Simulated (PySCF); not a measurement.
C2H2N3, SMILES [c]1nc[nH]n1, multiplicity 2. Geometry: B3LYP-D3(BJ)/def2-SVP. The isomer is the one that the SMILES or the coordinates give; other isomers of the formula were not compared.

Computed equilibrium geometry at B3LYP-D3(BJ)/def2-SVP (PySCF confirms it by a frequency run) as a Z-matrix, and its point group:
point group Cs.
```
N
H 1 1.0151
C 1 1.3545 2 129.34
N 3 1.3264 1 109.42 2 180.00
C 4 1.3346 3 101.92 1 0.00
N 5 1.3066 4 117.99 3 0.00
H 3 1.0901 4 126.99 5 180.00
```
Charge 0, spin multiplicity 2.
